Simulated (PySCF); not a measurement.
$^{19}$F chemical shifts

Single conformer, in vacuum, averaged over atoms made equivalent by symmetry, fast rotation or ring inversion, non-relativistic Hamiltonian. NMR shieldings at PBE0/pcSseg-1/GIAO; GFN2-xTB structure; PySCF 2.14.

Shieldings were converted by a linear fit to measured shifts: $^{19}$F: δ = 146.13 − 0.903σ +14.6 on sp3 carbon (rms 6.0 ppm, 223 shifts, 7.0 ppm with the 5 outliers that the fit left out vs CFCl3, solution or neat liquid). Occasional misses reach two or three times the rms, and more in compound classes unlike the fitted ones.

Task: Give the $^{19}$F shifts of `FC(F)[C@H]1C[C@@H](F)[C@@H](F)C1`, `C/C=C(\CCl)[SiH2]C(F)(F)F`.

Result: 
| compound | environment | δ (ppm) |
| --- | --- | --- |
| [F:1][CH:2]([F:3])[C@H:4]1[CH2:5][C@@H:6]([F:7])[C@@H:8]([F:9])[CH2:10]1 | F1/3: fluorine of a CF2 group (×2) | -120.0 |
| [F:1][CH:2]([F:3])[C@H:4]1[CH2:5][C@@H:6]([F:7])[C@@H:8]([F:9])[CH2:10]1 | F7/9: fluorine on an sp3 carbon (×2) | -199.6 |
| C/C=C(\CCl)[SiH2]C(F)(F)F | fluorine of a CF3 group (×3) | -60.7 |

Task: Order these by $^{19}$F shift, lowest first.
A. O=C[C@@H]1CCO[C@H](CF)O1
B. FC/C(Cl)=C1\C=CCO1
C. C/C(=C/Cl)[C@@H]([SiH3])C(F)(F)F

Result: A (-224.3 ppm, fluorine on an sp3 carbon), B (-200.3 ppm, fluorine on an sp3 carbon), C (-58.5 ppm, fluorine of a CF3 group).
